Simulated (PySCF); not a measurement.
Br, SMILES `[Br]` (charge 0, multiplicity 2)

Method: TPSSh-D3(BJ)/def2-TZVP in PySCF.

```
Property                                             Value
-----------------------------  ---------------------------
highest occupied spin orbital                     -8.08 eV
dipole moment                                       0.00 D
total energy                                 -2574.0232 Ha
cost                           very roughly 5 core-seconds
```

Bonds (Å): .
Charge 0, spin multiplicity 2.
